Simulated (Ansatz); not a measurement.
The first iterations of a band of H$_{4}$InNS (7 atoms, charge 0, multiplicity 1).

Level of theory: RKS PBE0/def2-SVP (Ansatz 0.2.0).

- movable images: 5
- climbing image: yes
- spring: 5.0 eV/Å²
- optimiser: quadratic models (default)
- start path: through a guess of the saddle point
- force threshold: 0.2 eV/Å
- iteration limit: 60
- end points: relaxed

First end point:

```xyz
7
Properties=species:S:1:pos:R:3
N -0.794 0.305 -1.062
In 0.203 0.602 0.668
S 1.638 -1.224 1.320
H -0.903 -0.624 -1.455
H -1.582 0.889 -1.318
H 0.158 2.054 1.571
H 1.279 -2.003 0.276
```

Last end point:

```xyz
7
Properties=species:S:1:pos:R:3
N -0.992 0.425 -1.219
In 0.164 0.340 0.430
S 1.376 -1.739 0.599
H -1.214 -0.410 -1.749
H -1.726 1.117 -1.320
H 0.358 1.632 1.539
H 2.034 -1.366 1.718
```

| iteration | highest image above the first end (eV) | largest band force component (eV/Å) |
| --- | --- | --- |
| 1 | 6.657 | 34.571 |
| 2 | 0.909 | 8.016 |

Problem. Does the band converge within its limit, and where does its top end?

Solution. The run converged. It ended after 6 iterations with the highest image 0.145 eV above the first end. The threshold of 0.2 eV/Å is loose, so the images may lie well off the minimum-energy path. Another band between the same ends (5 images) ends at a top of the same energy, where a vibrational analysis finds 1 clearly imaginary mode.

Run time: 5.1 min on 1 CPU thread of a shared host.
